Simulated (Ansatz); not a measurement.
Geometry optimisation, RHF/6-31G* (Ansatz).

Input file:

```yaml
crystal:
  periodic: [false, false, false]
  atoms:
    - { symbol: C, position_ang: [0.7029, -1.6527, 1.4102] }
    - { symbol: C, position_ang: [0.728, -1.52, -0.12] }
    - { symbol: C, position_ang: [0.6144, -0.0753, -0.6352] }
    - { symbol: O, position_ang: [-0.5513, 0.4734, -0.284] }
    - { symbol: Si, position_ang: [-2.00378, -0.19401, -0.74156] }
    - { symbol: O, position_ang: [-3.27469, 0.67843, -0.11171] }
    - { symbol: H, position_ang: [-0.2736, -1.2231, 1.7765] }
    - { symbol: H, position_ang: [0.7864, -2.633, 1.7124] }
    - { symbol: H, position_ang: [1.4656, -1.0181, 1.9083] }
    - { symbol: H, position_ang: [-0.0889, -2.102, -0.5212] }
    - { symbol: H, position_ang: [1.6617, -1.9648, -0.4386] }
    - { symbol: H, position_ang: [1.4713, 0.5268, -0.1543] }
    - { symbol: H, position_ang: [0.7256, -0.0498, -1.7274] }
    - { symbol: H, position_ang: [-2.10802, -1.5628, -0.29219] }
    - { symbol: H, position_ang: [-2.06215, -0.10948, -2.21906] }
    - { symbol: H, position_ang: [-2.99999, 1.42765, 0.42554] }
basis:
  gaussian: { orbitals: "6-31G*" }
hamiltonian:
  xc: hf
relax:
  f_tol: 0.015
  max_steps: 40
```

Command:

```bash
$ ansatz run input.yaml --threads 2 --pin off --max-ram 3072MiB --backend cpu --events-out ev --progress --plain --runs-dir out
```

**Question.** Where does it end, and by what steps?

**Answer.** It converged. The force dipped under the threshold on the way, but the program's further checks kept it going. After 21 steps the energy has fallen by 0.585 eV; H14 moved furthest, 0.80 Å.

| step | energy less start (eV) | largest force component (eV/Å) | accepted |
| --- | --- | --- | --- |
| 0 | 0.0000 | 4.001 | yes |
| 1 | -0.4510 | 1.936 | yes |
| 2 | -0.5325 | 0.556 | yes |
| 3 | -0.5385 | 0.638 | yes |
| 4 | -0.5576 | 0.118 | yes |
| 5 | -0.5650 | 0.074 | yes |
| 6 | -0.5716 | 0.202 | yes |
| 7 | -0.5750 | 0.122 | yes |
| 8 | -0.5809 | 0.108 | yes |
| 9 | -0.5828 | 0.087 | yes |
| 10 | -0.5833 | 0.195 | yes |
| 11 | -0.5824 | 0.320 | no |
| 12 | -0.5834 | 0.092 | yes |
| 13 | -0.5841 | 0.027 | yes |
| 14 | -0.5842 | 0.033 | yes |
| 15 | -0.5844 | 0.017 | yes |
| 16 | -0.5846 | 0.037 | yes |
| 17 | -0.5847 | 0.034 | yes |
| 18 | -0.5847 | 0.018 | yes |
| 19 | -0.5848 | 0.016 | yes |
| 20 | -0.5848 | 0.010 | yes |
| 21 | -0.5849 | 0.005 | yes |

```xyz
16
Properties=species:S:1:pos:R:3
C 0.964 -1.755 1.463
C 0.922 -1.570 -0.053
C 0.462 -0.182 -0.477
O -0.835 0.108 -0.014
Si -2.261 -0.117 -0.779
O -3.315 1.025 -0.266
H -0.016 -1.606 1.900
H 1.302 -2.754 1.721
H 1.646 -1.045 1.923
H 0.265 -2.314 -0.498
H 1.911 -1.738 -0.475
H 1.123 0.571 -0.063
H 0.502 -0.091 -1.560
H -2.877 -1.411 -0.462
H -2.008 -0.025 -2.232
H -2.992 1.906 -0.140
```

Time of the run: 47 s on 2 threads of Arm Neoverse V1 (shared host), peak memory 0.26 GiB.
